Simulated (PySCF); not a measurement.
## How methods differ on the interval between two levels of Ir+

Ir+ [Xe] 4f14 5d7 6s1 [5F5, M_J = 5] → Ir+ [Xe] 4f14 5d8 [3F4, M_J = 4], as a difference of total energies. Calculation: PySCF 2.14, in x2c-TZVPall-2c with one added diffuse shell each of s, p, d type (12s12p11d2f, 117 functions); the two-component X2C-1e Hamiltonian. Correlated levels: [Kr] 4d10 4f14 frozen; the 34 highest virtual spinors dropped. "Screened" scales the spin-orbit matrix elements by Boettger's factors to mimic the two-electron term; Breit and QED terms are absent.

| method | interval between two levels (cm⁻¹) |
| --- | --- |
| GHF (screened spin-orbit) | 7338.0 |
| GMP2 (screened spin-orbit) | 5612.6 |

Errors of the correlated levels include the incompleteness of this basis and the frozen core.

The labels give the starting determinants; with spin-orbit coupling the two ends relaxed to ⟨J²⟩ = 30.01, ⟨L²⟩ = 12.79, ⟨S²⟩ = 5.84 and ⟨J²⟩ = 20.17, ⟨L²⟩ = 12.62, ⟨S²⟩ = 2.23.

For comparison: 2262.8 cm⁻¹ (measured; NIST Handbook of Basic Atomic Spectroscopic Data (Sansonetti and Martin, J. Phys. Chem. Ref. Data 34, 1559 (2005))).
